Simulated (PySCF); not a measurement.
**C7H12BN: full NMR table**

| Property | Result |
| --- | --- |
| Formula | C7H12BN |
| SMILES | CB(C)C(C#N)=C(C)C |
| Point group of the computed structure | C1 |
| Carbon signals | 6 |
| Proton signals | 3 |

Numbering as in the mapped SMILES `[CH3:1][B:2]([CH3:3])[C:4]([C:5]#[N:6])=[C:7]([CH3:8])[CH3:9]`. Each H is labelled by its parent atom.

[PySCF 2.14.0 with density-fitted response routines: CAM-B3LYP/pcSseg-1 with gauge-including orbitals; PBE0-D3(BJ)/def2-SVP geometry; one conformer; relativity neglected; rapidly exchanging positions averaged; no solvent]

δ = σ(ref) − σ, references computed at the same level: 1H, 13C against TMS; 11B vs BF3·OEt2; 15N vs NH3.

| carbon | δC, type | δH (multiplicity) | HMBC from (2–3 bonds) | span of the C tensor (ppm) |
| --- | --- | --- | --- | --- |
| C1/C3 | 16.4, CH3 | 1.14 (s) | H(C1)/H(C3) | 35 |
| C4 | 126.4, C | – | H(C8), H(C9), H(C1)/H(C3) | 184 |
| C5 | 125.9, C | – | – | 366 |
| C7 | 183.6, C | – | H(C8), H(C9) | 291 |
| C8 | 28.0, CH3 | 2.26 (s) | H(C9) | 43 |
| C9 | 25.2, CH3 | 1.96 (s) | H(C8) | 38 |

Other nuclei:
```
atoms  nucleus          environment  δ (ppm)  σ (ppm)
   B2      11B  boron bonded to 3 C     83.4     15.9
   N6      15N     nitrile nitrogen    327.6    -60.3
```

- δC 183.6, 126.4: fully substituted alkene carbon.
- δC 125.9: nitrile carbon; typical of a nitrile.
- δC 28.0, 25.2: allylic methyl carbon; a saturated carbon with 1 carbon neighbour and no heteroatom attached.
- δC 16.4: methyl carbon bonded to B.
- δH 2.26, 1.96: hydrogen on an allylic methyl carbon; allylic position.

A carbon bonded to boron is broadened by the quadrupolar boron nucleus and is often missing from a measured spectrum. Shifts are as computed, not scaled to solution data. Of 1309 compounds with measured shifts, 239 miss one by over three times the rms of a fit or turn the order of signals round; such compounds aren't used in these exercises. Experimental scales use liquid or dissolved standards, which lie at an offset from isolated NH3 (liquid NH3: subtract about 20 ppm). Unscaled 15N shifts of sp2 nitrogen come out 20 to 40 ppm too high even then. No couplings were computed; multiplicities are counted from neighbouring protons, with m where these are inequivalent, close in shift, in a saturated or five-membered ring or joined by F or P, and br s for small geminal =CH2 splittings.
